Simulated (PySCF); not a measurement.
# `C[C@]1([SiH3])CN[Si@@H]1[AsH2]`, C3H12AsNSi2

Cartesian coordinates in Å; atom numbers follow the order of the lines, from 1:
```xyz
19

C    -0.245    0.000   -1.676
C    -0.525    0.087   -0.181
Si   -2.120   -0.813    0.288
C    -0.456    1.538    0.316
N     0.900    1.508    0.829
Si    1.081   -0.211    0.840
As    2.955   -0.892   -0.344
H    -0.081   -1.038   -1.974
H    -1.075    0.394   -2.263
H     0.651    0.572   -1.933
H    -3.259   -0.168   -0.375
H    -2.320   -0.751    1.738
H    -2.028   -2.210   -0.147
H    -0.575    2.287   -0.475
H    -1.195    1.749    1.099
H     1.208    2.246    1.443
H     0.810   -0.897    2.128
H     2.524   -2.326   -0.243
H     3.738   -1.065    0.923
```

Method: TDDFT CAM-B3LYP/def2-SVPD circular dichroism and optical rotation, one conformer, gas phase (PySCF 2.14.0). Geometry: GFN2-xTB.

The molecule is flexible and this is one conformer; a measurement averages over conformers. The calculation is non-relativistic, which matters for the atoms heavier than Zn.

Draw the ECD and absorption spectra from the lowest 16 states, each a Gaussian of half-width 0.2 eV at 1/e height.


| E (eV) | λ (nm) | Δε (L mol⁻¹ cm⁻¹) | ε (L mol⁻¹ cm⁻¹) |
| --- | --- | --- | --- |
| 4.84 | 256 | +0.04 | 0.721 |
| 4.94 | 251 | +0.37 | 6.84 |
| 5.04 | 246 | +2.13 | 39.3 |
| 5.14 | 241 | +7.44 | 137 |
| 5.24 | 237 | +15.75 | 291 |
| 5.34 | 232 | +20.22 | 373 |
| 5.44 | 228 | +15.75 | 291 |
| 5.54 | 224 | +7.44 | 137 |
| 5.64 | 220 | +2.12 | 40.6 |
| 5.74 | 216 | +0.20 | 21.8 |
| 5.84 | 212 | -1.31 | 125 |
| 5.94 | 209 | -7.00 | 677 |
| 6.04 | 205 | -23.17 | 2370 |
| 6.14 | 202 | -46.31 | 5330 |
| 6.24 | 199 | -50.91 | 8230 |
| 6.34 | 196 | -19.36 | 9840 |
| 6.44 | 192 | +20.07 | 10300 |
| 6.54 | 190 | +30.86 | 9810 |
| 6.64 | 187 | +20.48 | 8870 |
| 6.74 | 184 | +13.15 | 8210 |
| 6.84 | 181 | +7.23 | 7980 |
| 6.94 | 179 | -7.81 | 9670 |
| 7.04 | 176 | -22.93 | 15000 |
| 7.14 | 174 | -21.64 | 21400 |
| 7.24 | 171 | -7.87 | 23300 |
| 7.34 | 169 | -0.05 | 19900 |
| 7.44 | 167 | -6.65 | 17100 |

Δε uses R in velocity form, ε uses f in length form. Only the states computed contribute, so the short-wavelength end is incomplete.

The sign of the CD band at 165 nm isn't settled: the length form gives the opposite one.
